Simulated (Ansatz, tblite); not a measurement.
Spin states of the cluster HfSe₂⁻, each relaxed with PBE0-D4/def2-TZVPD in Ansatz. Electronic energies in the gas phase.

In the def2 sets Hf takes a core potential; there is no spin–orbit coupling. The xTB rows come from tblite. HSE06 is defined as in plane-wave codes, on full-range PBE exchange. Correlated methods freeze 18 core orbitals; core or outer-core shells of Hf, Se are correlated, in sets that lack core-valence functions. The rows differ in basis, and correlated rows in double-zeta sets carry the largest basis error. In CCSD on the charge -1 quartet the largest single amplitude is 0.27, so its Hartree–Fock determinant may place the open shell otherwise than the density functionals do. The structure comes from a short search, and lower isomers may exist.

Doublet geometry (C2v within 0.1 Å):

```xyz
3

Hf    0.6098   -0.2809    0.3881
Se    0.7669    1.8999   -0.6048
Se   -1.3768   -1.6190    0.2167
```

Quartet geometry (C2v within 0.1 Å):

```xyz
3

Hf   -1.089   -0.096   -0.095
Se    0.676    0.346   -1.758
Se    0.414   -0.249    1.853
```

Only these spin states were relaxed.

Second-order perturbation terms are unreliable where d shells bring near-degenerate states, and here MP2/def2-SVPD, MP2/def2-TZVPD lie more than 0.4 eV from the median of the functionals without such a term.

```csv
level,quartet − doublet (kcal/mol),lowest of these,remarks
GFN1-xTB,69.0,doublet,–
GFN2-xTB,54.7,doublet,–
HF/def2-SVPD,32.7,doublet,–
PBE-D4/def2-TZVPD,44.1,doublet,HOMO above zero (quartet)
HSE06-D4/def2-TZVPD,44.5,doublet,HOMO above zero (quartet)
BHLYP-D4/def2-TZVPD,45.0,doublet,–
ωB97M-V/def2-TZVPD,50.4,doublet,–
PBE-QIDH/def2-TZVPD,49.7,doublet,–
RPA@PBE/def2-TZVPD,46.1,doublet,–
MP2/def2-SVPD,56.8,doublet,–
MP2/def2-TZVPD,57.4,doublet,–
CCSD/def2-SVPD,46.8,doublet,–
```

| state | donor atoms | mean metal–ligand distance (Å) | range (Å) | Mulliken spin on the metal (PBE0) |
| --- | --- | --- | --- | --- |
| doublet | 2 | 2.401 | 2.40–2.40 | 1.13 |
| quartet | 2 | 2.465 | 2.46–2.46 | 2.07 |

⟨S²⟩ at PBE0-D4/def2-TZVPD: doublet 0.76 (pure 0.75), quartet 3.76 (pure 3.75).

The xTB methods have no spin-polarisation term.
